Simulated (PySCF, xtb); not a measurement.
In(Et)(OH)(NH2) (C2H8InNO), SMILES C[CH2][In]([NH2])[OH].

xtb with GFN2-xTB at its own geometry gives an orbital gap of 2.91 eV and a dipole moment of 2.82 D.

Coordinates come from a B3LYP-D3(BJ)/def2-SVP optimisation. The def2 effective core potentials stand for the cores of In; spin–orbit coupling is left out. Other conformers were not sampled.

### Question
What does HF/def2-TZVP in PySCF give? (The exact figures need the calculation; the answer reports its results.)

### Answer
gap 11.74 eV (levels -10.11 and 1.62 eV), dipole 2.54 D.
